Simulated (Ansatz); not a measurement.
`CSS[SiH2]O`, relaxed with RKS PBE-D4/def2-SVP in the Gaussian-basis code of Ansatz from a rough embedded geometry. The force threshold is 0.03 eV/Å; the program also tests the step.

Charge 0, multiplicity 1.

Start:

```xyz
11

C    -1.917   -0.643    0.668
S    -1.033   -0.825   -0.933
S    -0.258    1.054   -1.277
Si    1.672    0.884   -0.141
O     2.383   -0.491   -0.795
H    -2.712    0.182    0.506
H    -2.419   -1.540    0.900
H    -1.234   -0.317    1.458
H     2.432    2.084   -0.390
H     1.330    0.685    1.273
H     1.755   -1.074   -1.269
```

| step | energy (eV) | largest force (eV/Å) | largest move (Å) |
| --- | --- | --- | --- |
| 1 | -32703.1133 | 3.236 | 0.000 |
| 2 | -32703.3201 | 0.862 | 0.193 |
| 3 | -32703.3835 | 0.577 | 0.119 |
| 4 | -32703.3995 | 0.560 | 0.082 |
| 5 (rejected) | -32703.3573 | 1.002 | 0.186 |
| 6 | -32703.4149 | 0.307 | 0.089 |
| 7 | -32703.4163 | 0.196 | 0.100 |
| 8 | -32703.4187 | 0.053 | 0.033 |
| 9 | -32703.4190 | 0.029 | 0.024 |

End:

```xyz
11

C    -1.900   -0.579    0.641
S    -1.019   -0.723   -0.950
S    -0.315    1.252   -1.249
Si    1.568    0.839   -0.234
O     2.393   -0.437   -0.934
H    -2.748    0.127    0.555
H    -2.288   -1.594    0.864
H    -1.216   -0.263    1.453
H     2.425    2.057   -0.394
H     1.255    0.566    1.213
H     1.845   -1.244   -0.965
```

Hardware: 4 threads of an Arm Neoverse V2 on a shared host. Wall time 11 s, peak host memory 0.17 GiB.
